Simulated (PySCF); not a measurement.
Sulfur difluoride, SMILES FSF (F₂S), singlet, CAM-B3LYP/def2-SVP optimised geometry.

```
3

F      0.93    -0.80     0.00
S     -0.68    -0.80     0.00
F     -0.93     0.80     0.00
```

Density from CAM-B3LYP/def2-TZVP in PySCF at that geometry.

Minimum of the electron density along straight lines between bonded atoms, close to the bond critical point (lines longer than 1.1 times the sum of covalent radii, or with two minima, are not listed):

```tsv
bond	length / Å	ρ at the minimum / e bohr⁻³	∇²ρ there / e bohr⁻⁵	position (fraction from the first atom)
F1–S2	1.611	0.194	0.14	0.60
S2–F3	1.611	0.193	0.14	0.40
```
